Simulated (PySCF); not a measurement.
**Polarisability and C₆ of Co(3+) (cobalt, charge +3)**

[Ar] 3d6, high-spin 5D determinant. Calculation: PySCF 2.14, in x2c-QZVPPall with one added diffuse shell each of s, p, d, f, g type (12s8p6d5f3g, 128 functions); the spin-free X2C one-electron Hamiltonian (Gaussian nucleus). Coupled (time-dependent) response in atomic units; α is the mean over directions.

```csv
method,mean α (bohr³),"α xx, yy, zz",C₆ (like pair),S(−4)
UHF,1.607,"1.667, 1.667, 1.485",3.802,0.7774
PBE,1.873,"1.951, 1.951, 1.717",4.493,1.297
```

S(−4) is the Cauchy moment in α(ω) = α(0) + S(−4) ω² + …

α(iu) at UHF:

```
u (hartree)  α(iu) (bohr³)
          0          1.607
     0.0500          1.605
      0.100          1.599
      0.200          1.577
      0.300          1.542
      0.500          1.449
      0.750          1.314
       1.00          1.182
       1.50         0.9570
       2.00         0.7816
       3.00         0.5393
       5.00         0.2930
```

A single London oscillator, α(iu) = α/(1 + u²/ω²), gives C₆ = (3/4) ω α². Matching the computed C₆ needs ω = 4 × 3.802 / (3 × 1.607²) = 1.96 hartree.

For an ion, C₆ is the dispersion term alone; charge-induced terms of lower order in 1/R come first.

The components differ because the open shell of this determinant is not spherical; for a pure term their mean is the scalar polarisability.
